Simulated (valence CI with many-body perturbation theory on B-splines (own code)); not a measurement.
**E1 line list for Tm54+**

Calculated by configuration interaction combined with many-body perturbation theory (CI+MBPT): five valence electrons over a frozen Dirac-Fock core [Ne], radial functions for each j: 11 s, 11 p, 10 d, 8 f, 5 g, 2 h, with the one-electron correlation potential Σ1, the two-electron term Σ2, the three-electron term Σ3, Breit, model QED; selected CI, second order for the rest, scaled by the run's own slope (own B-spline code, finite nucleus).

The last digits are not significant, and no measured levels were compared; by estimate large intervals hold to a few tenths of a per cent, small ones and those within an open d or f shell to about a per cent. Among the levels kept, up to 3100 cm⁻¹ of a level comes from second order outside the variational space, and about a tenth of that is noise between levels of different J, which matters for small intervals.

Lines 201 to 250 of 565 in falling wavelength, among levels below 8735.9 × 10³ cm⁻¹, chosen from the strongest by gf and those to the six lowest levels. Wavelengths and rates use the calculated energies. Electric multipoles are in the length gauge, E1 and E2 with the static RPA response of the core. Weak lines are less certain than strong ones. Lines between different terms over intervals too small for the method are left out, as are lines whose strength nearly cancels. Where a level lies close to another of its J and parity, the split of strength between their lines is uncertain. The highest levels of a list are the least certain.

Levels are named by their leading jj configuration (3d3/2^4 stands for four electrons in 3d with j = 3/2), which in mixed levels can hold well under half, so a name can repeat and another be missing. Letters in brackets count levels of one name in rising energy.

```tsv
λ vac (nm)	Upper	Lower	A (s⁻¹)	log gf	Branch %
4.186	(3s^2 3p3/2 3d3/2^2) J=5/2	(3s 3p1/2 3p3/2^3) J=5/2	5.02e+10	-1.10	1.3
4.185	(3s^2 3p3/2^2 3d5/2) J=3/2	(3s^2 3p3/2^3) J=3/2	4.96e+11	-0.28	91.0
4.177	(3s^2 3p3/2 3d3/2 3d5/2) J=5/2 [c]	(3s^2 3p3/2^2 3d3/2) J=3/2 [a]	2.51e+11	-0.41	8.5
4.175	(3s 3p1/2 3p3/2^2 3d5/2) J=3/2 [f]	(3s 3p1/2 3p3/2^3) J=3/2 [b]	1.62e+11	-0.77	5.0
4.172	(3s 3p1/2 3p3/2^2 3d5/2) J=7/2 [f]	(3s 3p1/2 3p3/2^3) J=5/2	3.21e+11	-0.17	18.5
4.167	(3s 3p1/2^2 3d5/2^2) J=3/2	(3s 3p1/2^2 3p3/2 3d5/2) J=3/2 [a]	1.28e+11	-0.87	30.6
4.165	(3s 3p1/2 3p3/2^2 3d5/2) J=3/2 [e]	(3s 3p1/2 3p3/2^3) J=1/2	2.96e+11	-0.51	10.0
4.165	(3s 3p1/2 3p3/2^2 3d5/2) J=3/2 [b]	(3s 3p1/2 3p3/2^3) J=3/2 [a]	3.10e+11	-0.49	29.5
4.163	(3s^2 3p1/2 3p3/2 3d5/2) J=3/2 [b]	(3s^2 3p1/2 3p3/2^2) J=5/2	5.45e+10	-1.25	19.8
4.154	(3s^2 3p3/2 3d5/2^2) J=1/2	(3s^2 3p3/2^2 3d5/2) J=1/2	5.77e+11	-0.53	79.3
4.144	(3s^2 3p1/2 3d5/2^2) J=3/2	(3s^2 3p1/2 3p3/2 3d5/2) J=3/2 [a]	3.02e+11	-0.51	57.5
4.144	(3s 3p1/2 3p3/2^2 3d5/2) J=3/2 [f]	(3s 3p1/2 3p3/2^3) J=1/2	2.33e+11	-0.62	7.2
4.143	(3s 3p1/2 3p3/2^2 3d5/2) J=5/2 [e]	(3s 3p1/2 3p3/2^3) J=5/2	2.73e+11	-0.37	20.3
4.142	(3s 3p1/2^2 3d5/2^2) J=9/2	(3s 3p1/2^2 3p3/2 3d5/2) J=9/2	8.71e+10	-0.65	25.6
4.137	(3s^2 3p3/2 3d5/2^2) J=5/2	(3s^2 3p3/2^2 3d3/2) J=3/2 [b]	6.14e+10	-1.02	11.7
4.135	(3s^2 3p3/2 3d3/2 3d5/2) J=5/2 [c]	(3s^2 3p3/2^2 3d3/2) J=5/2	1.77e+11	-0.57	6.0
4.127	(3s^2 3p1/2 3d5/2^2) J=7/2	(3s^2 3p1/2 3p3/2 3d5/2) J=7/2 [a]	1.03e+11	-0.68	21.6
4.127	(3s 3p1/2 3p3/2^2 3d5/2) J=5/2 [c]	(3s 3p1/2 3p3/2^3) J=3/2 [a]	3.11e+11	-0.32	28.2
4.125	(3s^2 3p1/2 3p3/2 3d5/2) J=5/2 [b]	(3s^2 3p1/2 3p3/2^2) J=3/2	4.79e+11	-0.13	83.5
4.122	(3s 3p1/2^2 3d5/2^2) J=7/2	(3s 3p1/2^2 3p3/2 3d5/2) J=5/2 [a]	2.63e+10	-1.27	7.2
4.120	(3s 3p1/2^2 3d3/2 3d5/2) J=7/2 [b]	(3s 3p1/2^2 3p3/2 3d3/2) J=7/2	3.18e+10	-1.19	12.5
4.117	(3s^2 3p3/2 3d3/2 3d5/2) J=3/2 [b]	(3s^2 3p3/2^2 3d3/2) J=3/2 [a]	5.37e+10	-1.26	2.2
4.113	(3s^2 3p3/2^2 3d5/2) J=5/2 [b]	(3s^2 3p3/2^3) J=3/2	6.73e+11	0.01	99.0
4.107	(3s^2 3p3/2 3d3/2 3d5/2) J=9/2 [b]	(3s^2 3p3/2^2 3d3/2) J=7/2	6.25e+11	0.20	30.5
4.091	(3s 3p1/2^2 3p3/2 3d5/2) J=7/2 [b]	(3s 3p1/2^2 3p3/2^2) J=5/2	1.26e+11	-0.60	17.2
4.090	(3s^2 3p3/2 3d3/2 3d5/2) J=3/2 [c]	(3s^2 3p3/2^2 3d3/2) J=1/2	4.07e+11	-0.39	13.2
4.080	(3s 3p1/2^2 3d3/2 3d5/2) J=5/2 [b]	(3s 3p1/2^2 3p3/2 3d3/2) J=5/2 [a]	6.88e+10	-0.99	27.3
4.072	(3s^2 3p3/2 3d3/2 3d5/2) J=3/2 [c]	(3s^2 3p3/2^2 3d3/2) J=3/2 [a]	1.59e+11	-0.80	5.2
4.042	(3s^2 3p3/2 3d3/2 3d5/2) J=5/2 [d]	(3s^2 3p3/2^2 3d3/2) J=3/2 [a]	8.46e+10	-0.91	5.1
4.009	(3s 3p1/2 3p3/2^2 3d5/2) J=3/2 [d]	(3s 3p1/2 3p3/2^3) J=5/2	1.12e+11	-0.97	4.8
4.000	(3s^2 3p3/2 3d3/2 3d5/2) J=5/2 [d]	(3s^2 3p3/2^2 3d3/2) J=7/2	6.00e+10	-1.06	3.6
3.972	(3s^2 3p3/2 3d3/2^2) J=5/2	(3s 3p1/2 3p3/2^3) J=3/2 [a]	3.38e+10	-1.32	0.9
3.970	(3s^2 3p1/2 3p3/2 3d5/2) J=1/2	(3s^2 3p1/2 3p3/2^2) J=3/2	6.20e+10	-1.53	15.8
3.932	(3s 3p1/2 3p3/2^2 3d5/2) J=5/2 [e]	(3s 3p1/2 3p3/2^3) J=3/2 [a]	6.77e+10	-1.03	5.0
3.838	(3s 3p1/2 3p3/2^2 3d3/2) J=9/2	(3s^2 3p1/2 3p3/2 3d5/2) J=7/2 [b]	2.16e+10	-1.32	4.8
3.833	(3s 3p1/2^2 3p3/2 3d3/2) J=5/2 [a]	(3s^2 3p1/2^2 3d5/2) J=5/2	2.29e+08	-3.52	0.7
3.726	(3s 3p1/2^2 3p3/2 3d3/2) J=7/2	(3s^2 3p1/2^2 3d5/2) J=5/2	9.26e+09	-1.81	29.0
3.681	(3s 3p1/2 3p3/2^2 3d3/2) J=7/2 [b]	(3s^2 3p1/2 3p3/2 3d5/2) J=5/2 [b]	3.43e+10	-1.25	2.4
3.668	(3p1/2^2 3p3/2^2 3d3/2) J=7/2	(3s 3p1/2^2 3p3/2 3d5/2) J=5/2 [b]	3.26e+10	-1.28	2.4
3.546	(3s 3p1/2^2 3p3/2 3d3/2) J=3/2 [b]	(3s^2 3p1/2^2 3d5/2) J=5/2	4.32e+09	-2.49	1.1
3.524	(3s 3p1/2 3p3/2^2 3d3/2) J=7/2 [c]	(3s^2 3p1/2 3p3/2 3d5/2) J=5/2 [b]	4.24e+10	-1.20	2.3
3.450	(3s 3p1/2 3p3/2^2 3d5/2) J=7/2 [a]	(3s^2 3p1/2 3p3/2 3d5/2) J=5/2 [b]	1.00e+11	-0.85	14.0
3.433	(3s 3p1/2^2 3p3/2 3d3/2) J=5/2 [b]	(3s^2 3p1/2^2 3d5/2) J=5/2	4.97e+09	-2.28	0.7
3.299	(3s 3p1/2 3p3/2^2 3d5/2) J=9/2 [b]	(3s^2 3p1/2 3p3/2 3d5/2) J=7/2 [b]	1.45e+11	-0.63	42.4
3.268	(3s 3p1/2 3p3/2^2 3d5/2) J=7/2 [a]	(3s^2 3p1/2 3p3/2 3d5/2) J=5/2 [a]	3.95e+10	-1.30	5.5
3.244	(3s 3p1/2 3p3/2^2 3d3/2) J=5/2 [b]	(3s^2 3p1/2 3p3/2 3d3/2) J=3/2 [b]	1.37e+11	-0.89	8.0
3.226	(3s 3p1/2 3p3/2^3) J=3/2 [a]	(3s^2 3p1/2 3p3/2^2) J=1/2	1.87e+10	-1.93	2.6
3.207	(3s 3p1/2 3p3/2^2 3d5/2) J=1/2 [b]	(3s^2 3p1/2 3p3/2 3d5/2) J=3/2 [b]	2.59e+11	-1.10	22.3
3.206	(3s 3p1/2 3p3/2^2 3d5/2) J=9/2 [a]	(3s^2 3p1/2 3p3/2 3d5/2) J=7/2 [a]	2.54e+11	-0.41	94.5
3.190	(3s 3p1/2 3p3/2^2 3d3/2) J=1/2 [a]	(3s^2 3p1/2 3p3/2 3d3/2) J=1/2 [a]	2.40e+11	-1.14	49.6
```
